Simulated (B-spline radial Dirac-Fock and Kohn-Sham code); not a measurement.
## Dipole and non-dipole photoemission parameters of Ti 3p1/2

System: atomic titanium, configuration [Ar] 3d2 4s2; threshold 44.32 eV (orbital energy of the model). The computed values come from a B-spline atomic structure program: Dirac-Hartree-Slater photoionisation with a Latter tail; cross sections with all multipoles, angular parameters from the dipole term and its interference with E2.

For linearly polarised light dσ/dΩ = σ/(4π) [1 + β P₂(cos θ) + (δ + γ cos²θ) sin θ cos φ], with θ from the polarisation vector and φ the angle between the beam and the projection of the electron momentum on the plane normal to the polarisation.

| hν (eV) | σ (kb) | β | γ | δ |
| --- | --- | --- | --- | --- |
| 60 | 272 | -0.170 | -0.132 | 0.048 |
| 66.3 | 268 | -0.447 | -0.033 | 0.046 |
| 80 | 336 | 0.132 | 0.125 | 0.021 |
| 190 | ? | ? | ? | ? |
| 194 | 275 | 1.499 | -0.011 | -0.001 |
| 253 | 190 | 1.585 | -0.020 | 0.001 |
| 268 | 174 | 1.597 | -0.018 | 0.001 |
| 271 | 171 | 1.599 | -0.017 | 0.001 |
| 302 | 143 | 1.614 | -0.009 | 0.002 |
| 344 | 113 | 1.625 | 0.008 | 0.003 |
| 382 | 93.2 | 1.628 | 0.026 | 0.004 |
| 394 | 87.8 | 1.628 | 0.032 | 0.004 |
| 412 | 80.5 | 1.628 | 0.041 | 0.005 |
| 600 | 36.3 | 1.595 | 0.143 | 0.008 |
| 627 | 32.8 | 1.588 | 0.157 | 0.009 |
| 655 | 29.7 | 1.581 | 0.172 | 0.010 |
| 696 | 25.8 | 1.570 | 0.193 | 0.010 |
| 756 | 21.2 | 1.554 | 0.223 | 0.012 |
| 800 | 18.5 | 1.542 | 0.244 | 0.013 |
| 1090 | 8.57 | 1.462 | 0.368 | 0.020 |
| 1910 | 1.88 | 1.272 | 0.614 | 0.042 |
| 2000 | 1.65 | 1.254 | 0.635 | 0.044 |
| 2984.4 | 0.503 | 1.088 | 0.818 | 0.073 |
| 3580 | 0.286 | 1.007 | 0.898 | 0.090 |
| 3840 | 0.230 | 0.976 | 0.927 | 0.097 |
| 6000 | 0.0539 | 0.777 | 1.105 | 0.156 |
| 8047.8 | 0.0200 | 0.653 | 1.214 | 0.206 |
| 10800 | 0.00719 | 0.537 | 1.321 | 0.267 |
| 11500 | 0.00577 | 0.514 | 1.344 | 0.281 |

Question: Give the values at 190 eV.

Answer: σ = 281 kb, β = 1.490, γ = -0.009, δ = -0.001.
